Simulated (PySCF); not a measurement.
Si(Br)(Me)(OH)(NMe2) (C3H10BrNOSi), SMILES CN(C)[Si](C)(O)Br. Geometry optimised at PBE0-D3(BJ)/def2-SVP. Other conformers were not sampled.

Computed equilibrium geometry at PBE0-D3(BJ)/def2-SVP (PySCF confirms it by a frequency run) as bond lengths and angles (one conformer of several):
Atoms: C1 N2 C3 Si4 C5 O6 Br7 H8 H9 H10 H11 H12 H13 H14 H15 H16 H17. Bond lengths (Å): C1–N2 1.441, C1–H8 1.105, C1–H9 1.108, C1–H10 1.099, N2–C3 1.444, N2–Si4 1.711, C3–H11 1.108, C3–H12 1.099, C3–H13 1.105, Si4–C5 1.856, Si4–O6 1.660, Si4–Br7 2.273, C5–H14 1.101, C5–H15 1.100, C5–H16 1.100, O6–H17 0.962. Bond angles (°): N2–C1–H8 110.7, N2–C1–H9 112.5, N2–C1–H10 111.1, H8–C1–H9 107.4, H8–C1–H10 107.3, H9–C1–H10 107.7, C1–N2–C3 114.3, C1–N2–Si4 122.8, C3–N2–Si4 120.3, N2–C3–H11 112.3, N2–C3–H12 110.0, N2–C3–H13 110.5, H11–C3–H12 108.4, H11–C3–H13 107.7, H12–C3–H13 107.6, N2–Si4–C5 112.2, N2–Si4–O6 107.0, N2–Si4–Br7 112.8, C5–Si4–O6 113.6, C5–Si4–Br7 106.6, O6–Si4–Br7 104.5, Si4–C5–H14 110.4, Si4–C5–H15 109.1, Si4–C5–H16 112.1, H14–C5–H15 108.5, H14–C5–H16 109.0, H15–C5–H16 107.7, Si4–O6–H17 115.1.
